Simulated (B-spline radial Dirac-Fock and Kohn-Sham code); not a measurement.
# Kohn-Sham estimates against Dirac-Fock for the levels of Kr²⁺

System: the Kr²⁺ ion, [Ar] 3d10 4s2 4p4.

The density-functional columns are spherical, spin-unpolarised Dirac-Kohn-Sham results without Breit or QED terms: −ε is minus the orbital energy of the initial state and ΔSCF the difference of two total energies. The reference in the last column comes from multi-electron Dirac-Fock with separately optimised hole states, Breit and Lamb-shift corrections added in first order. All numbers are from an atomic code on a B-spline grid, in eV; a selection of levels is shown. For the 1s level of heavy atoms much of the gap between ΔSCF and the reference is the Breit and QED part, -32.9 eV here; for other levels the error of the functional can be larger.

```csv
level,LDA −ε,LDA ΔSCF,PBE −ε,PBE ΔSCF,Dirac-Fock
K,14156.2,14383.6,14179.1,14407.2,14354.5
L1,1886.6,1925.0,1889.2,1927.4,1958.6
L2,1709.0,1756.0,1709.7,1756.7,1760.2
M1,288.4,303.3,289.3,304.1,323.3
M2,225.7,240.4,225.9,240.7,252.4
M4,107.9,122.4,107.6,122.1,120.8
M5,106.6,121.0,106.3,120.7,119.5
N1,46.27,53.12,46.07,52.90,53.28
"N2,3",31.16,37.29,30.98,37.08,36.07
```

Q: Order the estimates of the K (1s) level by their distance from the Dirac-Fock value, nearest first.
A. LDA −ε
B. PBE ΔSCF
C. PBE −ε
D. LDA ΔSCF

A: D (29.1 eV), B (52.7 eV), C (175.3 eV), A (198.3 eV).

Values without a named source are computed, but for edge energies of neutral atoms, which are taken from tables.
